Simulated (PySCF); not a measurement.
**Electronic structure of Cu³⁺ (copper, charge +3) at the UHF level**

Configuration: [Ar] 3d8, high-spin 3F determinant. Calculation: PySCF 2.14, in jorge-DZP-DKH (8s6p2d1f, 43 functions); scalar relativity by spin-free X2C-1e.

- Total energy: -1650.911337 hartree
- One-electron energy: -2258.2174 hartree
- Hartree (Coulomb) energy: 672.8489 hartree
- Exchange energy: -65.5428 hartree
- ⟨S²⟩: 2.0017
- ⟨L²⟩: 12.015
- Sum of ⟨r⟩: 14.43 bohr
- Sum of ⟨r²⟩: 12.73 bohr²
- Langevin diamagnetic susceptibility: -10.1 ×10⁻⁶ cm³/mol
- Time after the integrals: 0.14 s of wall time on 1 thread of Neoverse-V1 (shared host)

```csv
shell,electrons,mean orbital energy (eV),spread (eV),"rms radius, mean of both spins (bohr)"
1s β,1,-9096.1,0,0.0601
1s α,1,-9096.1,0,0.0601
2s α,1,-1184.5,0,0.254
2s β,1,-1182.2,0,0.254
2p α,3,-1025.2,0,0.228
2p β,3,-1023.0,0,0.228
3s α,1,-190.57,0,0.759
3s β,1,-184.74,0,0.759
3p α,3,-141.98,0,0.799
3p β,3,-134.94,0,0.799
3d α,5,-62.139,1.602,0.955
3d β,3,-59.313,0,0.955
```

Densities and radii are taken from the X2C orbitals without a picture-change correction, which distorts them close to the nucleus.
